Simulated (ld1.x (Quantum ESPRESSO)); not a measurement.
iron (Fe), RRKJ: configuration errors across variants

* Element: Fe
* Generator: ld1.x (Quantum ESPRESSO) 7.5
* Type: norm-conserving RRKJ (Kleinman–Bylander form)
* Functional: PBEsol
* Relativity: scalar-relativistic
* Frozen core: [Ar]
* Valence charge: 8
* Reference configuration: 3d6 4s1 4p1
* Partial waves: 4p (bound): rc 2.25 bohr; 3d (bound): rc 0.95 bohr; 4s (bound): rc 2.60 bohr
* Local potential: the s channel
* Core correction: a·sin(br)/r model core inside 0.45 bohr

All-electron excitation energies from the reference (eV): (1) 3d6 4s2 4p0 -4.134; (2) 3d6 4s1 4p0 4.610; (3) 3d6 4s0 4p0 20.726; (4) 3d7 4s1 4p0 -4.935; (5) 3d7 4s0 4p0 2.458; (6) 3d5 4s0 4p0 54.913; (7) 3d6 4s1.5 4p0 -0.641.

2 further variants failed, have other tests or too few solved ones, and are left out.

A true bound ghost makes a file unfit for plane-wave use even where its test errors are small: the radial tests pick states by their node count and pass the ghost by.

Errors AE − PS in meV (a dash: test not solved or not reliable):

| change | (1) | (2) | (3) | (4) | (5) | (6) | (7) | bound ghosts |
| --- | --- | --- | --- | --- | --- | --- | --- | --- |
| base | -2.6 | -3.1 | -37 | -257 | -410 | -532 | -1.5 | none |
| wave 4p (bound): rc 2.25 bohr becomes 4p (bound): rc 1.88 bohr | -3.2 | -1.7 | -34 | -241 | -388 | -562 | -1.1 | p |
| wave 4p (bound): rc 2.25 bohr becomes 4p (bound): rc 2.12 bohr | -2.6 | -2.6 | -36 | -251 | -402 | -543 | -1.2 | none |
| wave 4p (bound): rc 2.25 bohr becomes 4p (bound): rc 2.66 bohr | -3.5 | -3.4 | -35 | -264 | -417 | -516 | -2.2 | none |
| wave 4p (bound): rc 2.25 bohr becomes 4p (bound): rc 2.92 bohr | -4.1 | -3.0 | -34 | -265 | -418 | -512 | -2.4 | none |
| wave 4p (bound): rc 2.25 bohr becomes 4p (bound): rc 3.16 bohr | -4.1 | -2.7 | -33 | -264 | -415 | -514 | -2.3 | none |
| wave 4p (bound): rc 2.25 bohr becomes 4p (bound): rc 3.44 bohr | -3.4 | -2.3 | -34 | -259 | -410 | -524 | -1.6 | none |

Task: Give the same row for: wave 4p (bound): rc 2.25 bohr becomes 4p (bound): rc 2.42 bohr.

Result: -3.0, -3.4, -37, -262, -415, -522, -1.9; bound ghosts: none.
